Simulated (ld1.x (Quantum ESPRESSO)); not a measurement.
# What one change does to a pseudopotential (sulfur (S), TM semilocal)

ld1.x (Quantum ESPRESSO) 7.5 input, shortened:

```
&input
   title='S', zed=16., rel=0, dft='PBE', iswitch=3,
   config='[Ne] 3s2 3p1 3d-2'
 /
 &inputp
   pseudotype=1, tm=.true., lloc=0,
   nlcc=.true., rcore=0.90
 /
3
3P  2  1   1.00   0.00  1.00  1.00  0.0
3D  3  2  -2.00   0.45  1.30  1.30  0.0
3S  1  0   2.00   0.00  1.30  1.30  0.0
 &test
   configts(1)='3s2 3p1'
 /
```

All-electron outer shells of the reference configuration (PBE, non-relativistic, ld1.x):

```
shell  level (eV)  outermost node (bohr)  outermost maximum (bohr)
   3s      -52.08                   0.60                      1.34
   3p      -40.28                   0.57                      1.44
```

Change: wave 3p (bound): rc 1.00 bohr becomes 3p (bound): rc 1.28 bohr.

Cutoffs: the cutoffs (Ry, on a coarse ladder) from which the occupation-weighted sum of valence levels, in a spherical-Bessel basis at the reference potential, stays within 10 and 1 mRy of its value at 400 Ry; they do not see the model core or the augmentation charge, which bear on the density cutoff. Errors are all-electron minus pseudo energies relative to the spin-unpolarised reference configuration.

What does the change do?

The potential gets softer (110 Ry and 160 Ry → 50 Ry and 70 Ry); of the 7 tests that both files solve, the error grows in 1 and shrinks in 5 by more than 15 % and 0.3 meV (median size 97.2 → 76.5 meV); the range in which the p phases agree widens (upper end -0.5 → at the end of the scan); neither file shows a bound ghost. A larger radius leaves more room for a smooth pseudo-wave, so fewer plane waves are needed. A semilocal file is local in each channel, so a ghost entry of none says nothing of the separable form that plane-wave codes build from it.

```csv
quantity,base,changed
"cutoff, loose",110 Ry,50 Ry
"cutoff, tight",160 Ry,70 Ry
loose cutoff by channel (10 mRy a level),"p 110 Ry, s 25 Ry","p 12 Ry, s 25 Ry"
bound ghosts,none,none
"error for 3s2 3p4, meV [ΔE -68.13 eV]",+121,+92
"error for 3s2 3p3, meV [ΔE -56.35 eV]",+70,+58
"error for 3s2 3p2, meV [ΔE -34.05 eV]",+21,+19
"error for 3s2 3p3.5, meV [ΔE -63.46 eV]",+97,+76
"error for 3s0 3p6, meV [ΔE -47.65 eV]",+110,+78
"error for 3s1 3p5, meV [ΔE -57.95 eV]",+114,+84
"error for 3s2 3p0, meV [ΔE 46.80 eV]",+20,+30
s: phases at 1.40 bohr within 0.05 rad from the reference energy up to (Ry; the scan ends near 5),4.4,4.4
p: phases at 1.40 bohr within 0.05 rad from the reference energy up to (Ry; the scan ends near 5),-0.5,to the end of the scan
d: phases at 1.40 bohr within 0.05 rad from the reference energy up to (Ry; the scan ends near 5),to the end of the scan,to the end of the scan
```
